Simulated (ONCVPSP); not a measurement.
La (Z = 57), ONCV: configuration errors across variants

ONCVPSP 4.0.1 input, shortened (lines: element, Z, core and valence counts, functional; n l f; lmax; l rc ep ncon nbas qcut; lloc lpopt rc5 dvloc0; l nproj debl; icmod fcfact rcfact), PW91, fully relativistic:

```
  La 57.00    9    4  -109134      upf
    1    0    2.00
    2    0    2.00
    2    1    6.00
    3    0    2.00
    3    1    6.00
    3    2   10.00
    4    0    2.00
    4    1    6.00
    4    2   10.00
    5    0    2.00
    5    1    6.00
    5    2    1.00
    6    0    1.50
    3
    0    2.55    0.00    4    8    5.40
    1    2.55    0.00    4    7    5.80
    2    3.70    0.00    4    9    4.80
    3    2.95    0.44    3    7    3.60
    4    3    1.95    0.00
    0    3    0.30
    1    2    0.90
    2    3    0.80
    3    1    0.60
    0    0.00    0.00
```

Open shells are filled in proportion to 2j + 1.

In the f channel the program set the typed energies aside and used -0.260 Ha (j = l + 1/2; the other j can differ).

All-electron excitation energies from the reference (eV): (1) 5s2 5p6 5d1 6s2 -2.420; (2) 5s2 5p6 5d1 6s1 3.587; (3) 5s2 5p6 5d1 6s0 14.500; (4) 5s2 5p6 5d0 6s2 6p1 -0.112.

A true bound ghost makes a file unfit for plane-wave use even where its test errors are small: the radial tests pick states by their node count and pass the ghost by.

Errors AE − PS in meV (a dash: test not solved or not reliable):

| change | (1) | (2) | (3) | (4) | bound ghosts | GHOST(+) flags above zero |
| --- | --- | --- | --- | --- | --- | --- |
| base | -0.1 | -0.1 | -1.1 | -1.9 | none | s |
| p: rc 2.72 | -0.1 | -0.1 | -1.1 | -1.8 | none | s |
| local potential polynomial inside 2.35 bohr (lpopt 5, dvloc0 3 Ha) | -0.1 | -0.1 | -1.1 | -1.9 | none | s |
| f: qcut 4.5 | -0.1 | -0.1 | -1.1 | -1.9 | none | s |
| d: nbas 7 | -0.1 | -0.1 | -1.1 | -2.2 | none | s |

(1) Give the same row for: local potential polynomial inside 1.95 bohr (lpopt 3, dvloc0 10 Ha).

## Answers

(1) -0.1, -0.1, -1.2, -1.9; bound ghosts: d5/2; GHOST(+) flags above zero: s.
